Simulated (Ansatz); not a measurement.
Ansatz (a quantum-chemistry and plane-wave program) input (B3LYP/6-31G*):

Ansatz 0.2 input:
```yaml
crystal:
  periodic: [false, false, false]
  atoms:
    - {symbol: N, position_ang: [0.89887292, -0.80281447, -0.08323474]}
    - {symbol: C, position_ang: [-0.27986334, -0.21964314, 0.05059294]}
    - {symbol: O, position_ang: [-0.63500085, 0.99313517, 0.03641405]}
    - {symbol: H, position_ang: [1.56192663, -0.01830828, -0.21697991]}
    - {symbol: H, position_ang: [-1.09485029, -0.98921300, 0.20475306]}
basis:
  gaussian:
    orbitals: 6-31G*
hamiltonian:
  xc: {name: B3LYP}
total_charge: -1
phonons: {temperatures: {t_min: 298.15, t_max: 298.15, t_step: 100}}
```

Output:

```
WARN ansatz: RAYON_NUM_THREADS=1 ignored (pool sized by the plan → 1); use --threads N
Functional definition: B3LYP
integrals: 0.01 GiB planned
526 factors; integrals over basis functions are off by at most 4.1e-4 eV
mean field: 0.11 GiB planned
mean field evaluation 1: about -4604.4531 eV, gradient 3.2e1 eV
mean field evaluation 2: about -4600.2784 eV, gradient 5.4e1 eV
mean field evaluation 4: about -4606.3671 eV, gradient 3.4e0 eV
mean field evaluation 8: about -4606.3832 eV, gradient 1.9e-2 eV
mean field -4606.38318130 eV, -169.2814595941 hartree, gradient 7.1e-5 eV, S^2 0.000000; 0 other end points of the search recorded, 0 dependent functions left out
the calculation of the forces begins
reference -4606.38333576 eV, -169.2814652705 hartree; 12, 12 occupied and 37, 37 virtual orbitals, 526 factors
these checks for a lower state are left out or cut short: stability, starts, cluster_reference, orbital_swaps, neighbouring_geometries, increment
integrals: 0.01 GiB planned
526 factors; integrals over basis functions are off by at most 4.1e-4 eV
mean field: 0.11 GiB planned
mean field evaluation 16: about -4606.3829 eV, gradient 1.6e-1 eV
mean field -4606.38299811 eV, -169.2814528620 hartree, gradient 1.1e-6 eV, S^2 0.000000; 0 other end points of the search recorded, 0 dependent functions left out
the calculation of the forces begins
reference -4606.38315252 eV, -169.2814585366 hartree; 12, 12 occupied and 37, 37 virtual orbitals, 526 factors
these checks for a lower state are left out or cut short: stability, starts, cluster_reference, orbital_swaps, neighbouring_geometries, increment
integrals: 0.01 GiB planned
526 factors; integrals over basis functions are off by at most 4.2e-4 eV
mean field: 0.11 GiB planned
mean field -4606.38299324 eV, -169.2814526830 hartree, gradient 1.5e-6 eV, S^2 0.000000; 0 other end points of the search recorded, 0 dependent functions left out
the calculation of the forces begins
reference -4606.38314775 eV, -169.2814583611 hartree; 12, 12 occupied and 37, 37 virtual orbitals, 526 factors
these checks for a lower state are left out or cut short: stability, starts, cluster_reference, orbital_swaps, neighbouring_geometries, increment
integrals: 0.01 GiB planned
526 factors; integrals over basis functions are off by at most 4.2e-4 eV
mean field: 0.11 GiB planned
mean field evaluation 32: about -4606.3831 eV, gradient 7.6e-5 eV
mean field -4606.38310546 eV, -169.2814568072 hartree, gradient 1.3e-6 eV, S^2 0.000000; 0 other end points of the search recorded, 0 dependent functions left out
the calculation of the forces begins
reference -4606.38325997 eV, -169.2814624851 hartree; 12, 12 occupied and 37, 37 virtual orbitals, 526 factors
these checks for a lower state are left out or cut short: stability, starts, cluster_reference, orbital_swaps, neighbouring_geometries, increment
integrals: 0.01 GiB planned
526 factors; integrals over basis functions are off by at most 4.1e-4 eV
mean field: 0.11 GiB planned
mean field -4606.38310667 eV, -169.2814568514 hartree, gradient 1.4e-6 eV, S^2 0.000000; 0 other end points of the search recorded, 0 dependent functions left out
the calculation of the forces begins
reference -4606.38326109 eV, -169.2814625262 hartree; 12, 12 occupied and 37, 37 virtual orbitals, 526 factors
these checks for a lower state are left out or cut short: stability, starts, cluster_reference, orbital_swaps, neighbouring_geometries, increment
integrals: 0.01 GiB planned
526 factors; integrals over basis functions are off by at most 4.1e-4 eV
mean field: 0.11 GiB planned
mean field -4606.38295798 eV, -169.2814513874 hartree, gradient 1.8e-6 eV, S^2 0.000000; 0 other end points of the search recorded, 0 dependent functions left out
the calculation of the forces begins
reference -4606.38311248 eV, -169.2814570650 hartree; 12, 12 occupied and 37, 37 virtual orbitals, 526 factors
these checks for a lower state are left out or cut short: stability, starts, cluster_reference, orbital_swaps, neighbouring_geometries, increment
integrals: 0.01 GiB planned
526 factors; integrals over basis functions are off by at most 4.2e-4 eV
mean field: 0.11 GiB planned
mean field -4606.38296148 eV, -169.2814515159 hartree, gradient 1.8e-6 eV, S^2 0.000000; 0 other end points of the search recorded, 0 dependent functions left out
the calculation of the forces begins
reference -4606.38311591 eV, -169.2814571911 hartree; 12, 12 occupied and 37, 37 virtual orbitals, 526 factors
these checks for a lower state are left out or cut short: stability, starts, cluster_reference, orbital_swaps, neighbouring_geometries, increment
integrals: 0.01 GiB planned
526 factors; integrals over basis functions are off by at most 4.1e-4 eV
mean field: 0.11 GiB planned
[...]
526 factors; integrals over basis functions are off by at most 4.2e-4 eV
mean field: 0.11 GiB planned
mean field evaluation 64: about -4606.3830 eV, gradient 1.8e-4 eV
mean field -4606.38302780 eV, -169.2814539530 hartree, gradient 2.7e-6 eV, S^2 0.000000; 0 other end points of the search recorded, 0 dependent functions left out
the calculation of the forces begins
reference -4606.38318233 eV, -169.2814596321 hartree; 12, 12 occupied and 37, 37 virtual orbitals, 526 factors
these checks for a lower state are left out or cut short: stability, starts, cluster_reference, orbital_swaps, neighbouring_geometries, increment
integrals: 0.01 GiB planned
526 factors; integrals over basis functions are off by at most 4.2e-4 eV
mean field: 0.11 GiB planned
mean field -4606.38314169 eV, -169.2814581386 hartree, gradient 8.5e-7 eV, S^2 0.000000; 0 other end points of the search recorded, 0 dependent functions left out
the calculation of the forces begins
reference -4606.38329618 eV, -169.2814638159 hartree; 12, 12 occupied and 37, 37 virtual orbitals, 526 factors
these checks for a lower state are left out or cut short: stability, starts, cluster_reference, orbital_swaps, neighbouring_geometries, increment
integrals: 0.01 GiB planned
526 factors; integrals over basis functions are off by at most 4.1e-4 eV
mean field: 0.11 GiB planned
mean field -4606.38314184 eV, -169.2814581441 hartree, gradient 6.8e-7 eV, S^2 0.000000; 0 other end points of the search recorded, 0 dependent functions left out
the calculation of the forces begins
reference -4606.38329628 eV, -169.2814638195 hartree; 12, 12 occupied and 37, 37 virtual orbitals, 526 factors
these checks for a lower state are left out or cut short: stability, starts, cluster_reference, orbital_swaps, neighbouring_geometries, increment
integrals: 0.01 GiB planned
526 factors; integrals over basis functions are off by at most 4.1e-4 eV
mean field: 0.11 GiB planned
mean field -4606.38308338 eV, -169.2814559954 hartree, gradient 1.7e-6 eV, S^2 0.000000; 0 other end points of the search recorded, 0 dependent functions left out
the calculation of the forces begins
reference -4606.38323786 eV, -169.2814616728 hartree; 12, 12 occupied and 37, 37 virtual orbitals, 526 factors
these checks for a lower state are left out or cut short: stability, starts, cluster_reference, orbital_swaps, neighbouring_geometries, increment
integrals: 0.01 GiB planned
526 factors; integrals over basis functions are off by at most 4.2e-4 eV
mean field: 0.11 GiB planned
mean field -4606.38308730 eV, -169.2814561398 hartree, gradient 1.1e-6 eV, S^2 0.000000; 0 other end points of the search recorded, 0 dependent functions left out
the calculation of the forces begins
reference -4606.38324174 eV, -169.2814618152 hartree; 12, 12 occupied and 37, 37 virtual orbitals, 526 factors
these checks for a lower state are left out or cut short: stability, starts, cluster_reference, orbital_swaps, neighbouring_geometries, increment
integrals: 0.01 GiB planned
526 factors; integrals over basis functions are off by at most 4.2e-4 eV
mean field: 0.11 GiB planned
mean field evaluation 96: about -4606.3831 eV, gradient 3.5e-5 eV
mean field -4606.38311850 eV, -169.2814572863 hartree, gradient 2.4e-6 eV, S^2 0.000000; 0 other end points of the search recorded, 0 dependent functions left out
the calculation of the forces begins
reference -4606.38327301 eV, -169.2814629643 hartree; 12, 12 occupied and 37, 37 virtual orbitals, 526 factors
these checks for a lower state are left out or cut short: stability, starts, cluster_reference, orbital_swaps, neighbouring_geometries, increment
integrals: 0.01 GiB planned
526 factors; integrals over basis functions are off by at most 4.1e-4 eV
mean field: 0.11 GiB planned
mean field -4606.38311890 eV, -169.2814573009 hartree, gradient 2.9e-6 eV, S^2 0.000000; 0 other end points of the search recorded, 0 dependent functions left out
the calculation of the forces begins
reference -4606.38327332 eV, -169.2814629756 hartree; 12, 12 occupied and 37, 37 virtual orbitals, 526 factors
these checks for a lower state are left out or cut short: stability, starts, cluster_reference, orbital_swaps, neighbouring_geometries, increment
integrals: 0.01 GiB planned
526 factors; integrals over basis functions are off by at most 4.1e-4 eV
mean field: 0.11 GiB planned
mean field -4606.38314383 eV, -169.2814582171 hartree, gradient 1.4e-6 eV, S^2 0.000000; 0 other end points of the search recorded, 0 dependent functions left out
the calculation of the forces begins
reference -4606.38329825 eV, -169.2814638920 hartree; 12, 12 occupied and 37, 37 virtual orbitals, 526 factors
these checks for a lower state are left out or cut short: stability, starts, cluster_reference, orbital_swaps, neighbouring_geometries, increment
integrals: 0.01 GiB planned
526 factors; integrals over basis functions are off by at most 4.2e-4 eV
mean field: 0.11 GiB planned
mean field -4606.38314313 eV, -169.2814581914 hartree, gradient 1.1e-6 eV, S^2 0.000000; 0 other end points of the search recorded, 0 dependent functions left out
the calculation of the forces begins
reference -4606.38329763 eV, -169.2814638693 hartree; 12, 12 occupied and 37, 37 virtual orbitals, 526 factors
these checks for a lower state are left out or cut short: stability, starts, cluster_reference, orbital_swaps, neighbouring_geometries, increment
integrals: 0.01 GiB planned
526 factors; integrals over basis functions are off by at most 4.1e-4 eV
mean field: 0.11 GiB planned
mean field -4606.38312696 eV, -169.2814575970 hartree, gradient 9.1e-7 eV, S^2 0.000000; 0 other end points of the search recorded, 0 dependent functions left out
the calculation of the forces begins
reference -4606.38328137 eV, -169.2814632715 hartree; 12, 12 occupied and 37, 37 virtual orbitals, 526 factors
these checks for a lower state are left out or cut short: stability, starts, cluster_reference, orbital_swaps, neighbouring_geometries, increment
integrals: 0.01 GiB planned
526 factors; integrals over basis functions are off by at most 4.2e-4 eV
mean field: 0.11 GiB planned
mean field evaluation 128: about -4606.3831 eV, gradient 1.6e-5 eV
mean field -4606.38312768 eV, -169.2814576235 hartree, gradient 1.7e-6 eV, S^2 0.000000; 0 other end points of the search recorded, 0 dependent functions left out
the calculation of the forces begins
reference -4606.38328219 eV, -169.2814633018 hartree; 12, 12 occupied and 37, 37 virtual orbitals, 526 factors
these checks for a lower state are left out or cut short: stability, starts, cluster_reference, orbital_swaps, neighbouring_geometries, increment
integrals: 0.01 GiB planned
526 factors; integrals over basis functions are off by at most 4.1e-4 eV
mean field: 0.11 GiB planned
mean field -4606.38315362 eV, -169.2814585769 hartree, gradient 1.2e-6 eV, S^2 0.000000; 0 other end points of the search recorded, 0 dependent functions left out
the calculation of the forces begins
reference -4606.38330813 eV, -169.2814642550 hartree; 12, 12 occupied and 37, 37 virtual orbitals, 526 factors
these checks for a lower state are left out or cut short: stability, starts, cluster_reference, orbital_swaps, neighbouring_geometries, increment
integrals: 0.01 GiB planned
526 factors; integrals over basis functions are off by at most 4.2e-4 eV
mean field: 0.11 GiB planned
mean field -4606.38315417 eV, -169.2814585972 hartree, gradient 1.9e-6 eV, S^2 0.000000; 0 other end points of the search recorded, 0 dependent functions left out
the calculation of the forces begins
reference -4606.38330859 eV, -169.2814642719 hartree; 12, 12 occupied and 37, 37 virtual orbitals, 526 factors
Total energy: -4606.38333576 eV, -169.2814652705 hartree
Atom 0 at     0.898873    -0.802814    -0.083235 Å, force     0.000755     0.000334    -0.000123 eV/Å
Atom 1 at    -0.279863    -0.219643     0.050593 Å, force    -0.000513    -0.001264     0.000138 eV/Å
Atom 2 at    -0.635001     0.993135     0.036414 Å, force    -0.000035     0.000968    -0.000046 eV/Å
Atom 3 at     1.561927    -0.018308    -0.216980 Å, force    -0.000122    -0.000198     0.000027 eV/Å
Atom 4 at    -1.094850    -0.989213     0.204753 Å, force    -0.000085     0.000160     0.000003 eV/Å
Dipole moment:    -0.028811     0.058926     0.000924 e Å
Vibrations: 644.69 867.15 1065.45 1210.89 1370.12 1420.52 1702.82 2691.26 3264.78 cm⁻¹, zero-point energy 0.882622 eV
```

The blocks after the first are displaced geometries, from whose forces the wavenumbers follow.

The dipole moment of an ion depends on the origin.
